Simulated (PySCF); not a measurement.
# Two-dimensional NMR puzzle

Compound of formula C5H9FO2Si. Correlations simulated from computed shifts and the bond graph:

HSQC (one-bond C–H):
```csv
δH,δC
9.97,195.7
6.62,136.5
3.52,65.2
3.44,64.0
```

COSY cross peaks (H two or three bonds apart, from the bond graph; peaks can be absent where the dihedral angle is near 90°):
```csv
δH,δH
9.97,6.62
4.68,3.44
```

HMBC (two and three bonds, from the bond graph):
```csv
δH,δC
9.97,"199.2, 136.5"
6.62,"199.2, 195.7"
4.68,"199.2, 136.5, 64.0"
3.52,64.0
3.44,"199.2, 65.2"
```

Carbons without hydrogens: δ 199.2.

[PySCF: geometry: GFN2-xTB; NMR shieldings at PBE0/pcSseg-1/GIAO; single conformer; rapidly exchanging positions averaged; no relativistic terms; no solvent]

Scale: 1H (σref 31.72), 13C (σref 186.93) vs TMS (reference shieldings calculated alike).

Exchangeable hydrogens are left out of these lists.

Assemble the structure.

Answers

`COC[SiH2]/C(F)=C\C=O`.

Structure with atom numbers: `[CH3:1][O:2][CH2:3][SiH2:4]/[C:5]([F:6])=[CH:7]\[CH:8]=[O:9]`; H(Xn) means a hydrogen on atom n.

1. δC 199.2 is C5, a β carbon of a C=C–C=O unit.
2. δC 195.7 is C8, an aldehyde carbonyl carbon (δH 9.97).
3. δC 136.5 is C7, an α carbon of a C=C–C=O unit (δH 6.62).
4. δC 65.2 is C1, a methyl carbon bonded to O (δH 3.52).
5. δC 64.0 is C3, an sp3 CH2 bonded to O and Si (δH 3.44).
6. HMBC from δH 9.97 reaches the proton-free carbon C5.
7. HMBC from δH 6.62 reaches the proton-free carbon C5.
8. HMBC from δH 4.68 reaches the proton-free carbon C5.
9. HMBC from δH 3.44 reaches the proton-free carbon C5.
10. COSY links 9.97–6.62, 4.68–3.44.

The shifts were computed for this structure.

Shifts are as computed. Against solution values, carbons near 30 ppm lie about +3 ppm off and those near 130 ppm about +5 ppm. Of 1309 compounds with measured shifts, 239 miss one by over three times the rms of a fit or turn the order of signals round; such compounds aren't used in these exercises.
